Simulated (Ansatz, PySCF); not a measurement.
Gas-phase reaction in SMILES: C1=CO[SiH2]C=C1 [2H-oxasiline] + 8 [H][H] (H2) -> 4 C (CH4) + O (H2O) + [SiH4] (SiH4)
Geometries: B3LYP-D3(BJ)/def2-TZVP minima from Ansatz (a first-principles code), one conformer each, not searched for the lowest. Unstable Hartree-Fock reference: C1=CO[SiH2]C=C1.
Geometry of the first species:
```
C
C 1 1.3496
H 2 1.0842 1 118.50
H 1 1.0865 2 119.29 3 0.00
C 1 1.4499 4 115.75 2 -180.00
C 5 1.3430 1 123.40 4 180.00
O 6 1.3465 5 124.76 1 0.00
H 5 1.0807 6 117.63 7 180.00
H 6 1.0832 5 122.50 8 0.00
Si 7 1.6824 6 124.93 9 180.00
H 10 1.4826 7 108.07 6 122.07
H 10 1.4826 11 107.33 7 -116.33
```
Charge 0, spin multiplicity 1.

Wanted: energy of full hydrogenation (enthalpy at 298 K, with B3LYP-D3(BJ) rigid-rotor harmonic-oscillator terms from PySCF), in eV. Cores are frozen in the correlated levels unless marked. No spin-orbit coupling. Non-relativistic. CBS(X,Y): correlation extrapolated as X^-3; Hartree-Fock from the larger set.

```json
[
 {"level": "r2SCAN/def2-TZVPD", "program": "Ansatz", "energy of full hydrogenation (eV)": "-4.20", "minus last row": "0.07"},
 {"level": "r2SCAN0-D4/def2-TZVPD", "program": "Ansatz + dftd4", "energy of full hydrogenation (eV)": "-4.55", "minus last row": "-0.28"},
 {"level": "LC-wPBE-D4/def2-TZVPD", "program": "Ansatz + dftd4", "energy of full hydrogenation (eV)": "-4.72", "minus last row": "-0.45"},
 {"level": "SCS-MP2/cc-pV(T+d)Z", "program": "Ansatz", "energy of full hydrogenation (eV)": "-4.24", "minus last row": "0.03"},
 {"level": "CCSD/CBS(cc-pV(T+d)Z,cc-pV(Q+d)Z)", "program": "Ansatz", "energy of full hydrogenation (eV)": "-4.59", "minus last row": "-0.32"},
 {"level": "CCSD(T)/cc-pV(D+d)Z", "program": "Ansatz", "energy of full hydrogenation (eV)": "-4.50", "minus last row": "-0.23"},
 {"level": "CCSD(T)/CBS(cc-pV(T+d)Z,cc-pV(Q+d)Z)", "program": "Ansatz", "energy of full hydrogenation (eV)": "-4.27", "minus last row": "0.00"}
]
```
